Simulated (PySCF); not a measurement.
TDDFT excited states: C2H6AlAs

Species: C₂H₆AlAs.
Bonds: C1–C2 (triple), C2–Al3, Al3–As4. Hydrogens: H5 on C1; H6, H7 on Al3; H8, H9, H10 on As4.

Theory: TDDFT wB97X-D/def2-SVPD, vertical, gas phase, core orbitals frozen in the response (PySCF 2.14.0, density-fitted response routines). Isolated species at its PBE0-D3(BJ)/def2-SVP geometry, gas phase. Relativistic effects, spin–orbit coupling among them, are left out although an element past zinc is present.

**Question.** Predict the UV-vis stick spectrum at this level.

**Answer.** 

| state | E (eV) | ν̃ (cm⁻¹) | f | symmetry | main configurations (H = HOMO, L = LUMO) |
| --- | --- | --- | --- | --- | --- |
| S1 | 5.69 | 45890 | 0.0002 | – | H→L (49%), H→L+1 (17%) |
| S2 | 6.08 | 49070 | 0.025 | A′ | H-1→L (34%), H→L+4 (26%), H-1→L+1 (14%) |
| S3 | 6.27 | 50540 | 0.0009 | – | H-1→L+4 (75%), H-1→L+2 (9%) |
| S4 | 6.61 | 53320 | 0.0003 | – | H-2→L (30%), H→L+1 (26%), H→L (19%) |
| S5 | 6.93 | 55920 | 0.029 | A′ | H-1→L+1 (44%), H-1→L (25%), H-1→L+3 (11%) |
| S6 | 7.05 | 56870 | 0.0030 | A″ | H→L+1 (36%), H-2→L (20%), H-2→L+1 (11%) |
| S7 | 7.12 | 57460 | 0.041 | A′ | H→L+2 (79%) |
| S8 | 7.21 | 58120 | 0.0078 | A″ | H-1→L+2 (58%), H-3→L+2 (9%), H-2→L (9%) |
| S9 | 7.32 | 59040 | 0.0003 | – | H→L+3 (64%), H→L+1 (9%) |
| S10 | 7.38 | 59550 | 0.309 | A′ | H-1→L+3 (38%), H-1→L (19%), H-3→L (12%) |

Triplets (Tamm–Dancoff): T1 4.91 eV, H-1→L (27%), H→L+4 (18%), H-1→L+1 (16%); T2 5.32 eV, H→L (36%), H→L+1 (15%), H-1→L+4 (11%); T3 5.43 eV, H→L+4 (46%), H-1→L (13%), H-2→L+4 (13%); T4 5.96 eV, H-1→L+4 (59%), H→L (14%), H-1→L+2 (10%).

The lowest singlet comes at 218 nm (549 kJ/mol) in the ultraviolet; it is dark (f under 0.0005); its leading configuration is HOMO→LUMO (49%). The most intense listed level is S10 at 7.38 eV (168 nm, f = 0.309), 1.69 eV above S1. It is the last of those listed, so stronger ones may follow. Löwdin shares by element: HOMO carbon 58%, aluminium 16%, hydrogen 11% or more (atoms not listed hold the other 15%); LUMO arsenic 24%, aluminium 22%, hydrogen 12% or more, carbon 9% or more (atoms not listed hold the other 33%). Of the 10 states listed, 4 reach f = 0.01 and 3 stay under 0.0005. Weighted by f, the mean energy of these states is 7.24 eV. The oscillator strengths of these states sum to 0.417; summed over the whole spectrum of an exact calculation they would give the number of electrons, 64 (Thomas–Reiche–Kuhn). All these states lie below the vertical ionisation energy of 9.66 eV (ΔSCF). Symmetry labels in Cs follow from the direction of the transition dipole and are given only for states with f of 0.002 or more. The window holds the lowest 10 singlets.
